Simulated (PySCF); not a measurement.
**State search for KH**

Unrestricted PBE0; K 3-21G, H 3-21G; no relativity (PySCF 2.14). Outer shells of the fragments: K 4s1; H 1s1.

Followed along the bond (rough minima from three points):

| 2Ms+1 | unpaired | ⟨S²⟩ at the start | R at minimum (Å) | Te (eV) |
| --- | --- | --- | --- | --- |
| 1 | none | 0.00 | 2.33 | 0.00 |
| 3 | σ ↑↑ | 2.00 | none in the scan | ≤ 1.79 |

Solutions found at the starting distance of 2.265 Å, counted from the lowest of them; the search is not exhaustive and high or unbound solutions are not listed, so other states can lie among these:

```json
{"2Ms+1": "1", "unpaired": "none", "term": "¹Σ⁺", "E (eV)": "0.00", "⟨S²⟩": "0.00", "⟨Lz²⟩": "0.00", "μ (D)": "-8.02"}
{"2Ms+1": "3", "unpaired": "σ ↑↑", "term": "³Σ⁺", "E (eV)": "1.94", "⟨S²⟩": "2.00", "⟨Lz²⟩": "0.00", "μ (D)": "4.08"}
{"2Ms+1": "3", "unpaired": "σ ↑, π ↑", "term": "³Π", "E (eV)": "2.92", "⟨S²⟩": "2.00", "⟨Lz²⟩": "1.00", "μ (D)": "0.05"}
{"2Ms+1": "1", "unpaired": "σ ↑, π ↓", "term": "mixed", "E (eV)": "2.95", "⟨S²⟩": "1.00", "⟨Lz²⟩": "1.00", "μ (D)": "0.04"}
```

A term symbol is given only where ⟨S²⟩ and ⟨Lz²⟩ are close to those of a pure state; real π, δ and φ orbitals otherwise mix terms. A positive dipole means K(−)H(+).

Counting both spins, an empty level lies below a filled one in some of these solutions, because spin and occupation are held. 3-21G is very small, so such numbers show the basis as much as the molecule.
